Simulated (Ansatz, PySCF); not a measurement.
Spin gap between two states, R1 and P1; the higher of the two is an excited state, each structure at its B3LYP-D3(BJ)/def2-TZVP stationary point, reached from a drawn start (curvature not checked).
R1, CH2 (SMILES [CH2]) (charge 0, multiplicity 1):
```
atom    x (Å)   y (Å)    z (Å)
----  -------  ------  -------
C      0.0000  0.0000  -0.4668
H      0.8620  0.0000   0.2334
H     -0.8620  0.0000   0.2334
```
P1, CH2 (SMILES [CH2]) (charge 0, multiplicity 3):
```xyz
3

C      0.00000     0.00000    -0.27498
H      0.99625     0.00000     0.13749
H     -0.99625     0.00000     0.13749
```

P less R. No zero-point or thermal terms; singlets are restricted closed shells; open shells are unrestricted.

Correlated levels freeze the cores. CBS: X⁻³ extrapolation of the correlation energy, Hartree–Fock from the larger set.

Run with Ansatz (Gaussian basis) for Hartree–Fock, density functionals and correlated methods; PySCF for the D3/D4 terms. All values are computed, each at the level named.

PBE/def2-TZVPP gives -0.694 eV for the spin gap.

**Question.** How do the other levels lie against it? Give each less PBE: PBE-D3(BJ)/def2-TZVPP, r2SCAN/def2-TZVPP, B3LYP/def2-TZVPP, wB97M-V/def2-TZVPP, B2PLYP/def2-TZVPP, MP2/CBS(cc-pVTZ, cc-pVQZ), CCSD(T)/CBS(cc-pVTZ, cc-pVQZ).

**Answer.** PBE-D3(BJ)/def2-TZVPP 0.000; r2SCAN/def2-TZVPP -0.266; B3LYP/def2-TZVPP 0.186; wB97M-V/def2-TZVPP 0.283; B2PLYP/def2-TZVPP 0.164; MP2/CBS(cc-pVTZ, cc-pVQZ) 0.105; CCSD(T)/CBS(cc-pVTZ, cc-pVQZ) 0.290 eV. 6 of 7 lie above PBE; the widest gap is to CCSD(T)/CBS(cc-pVTZ, cc-pVQZ).

Ansatz is a quantum-chemistry and plane-wave program.
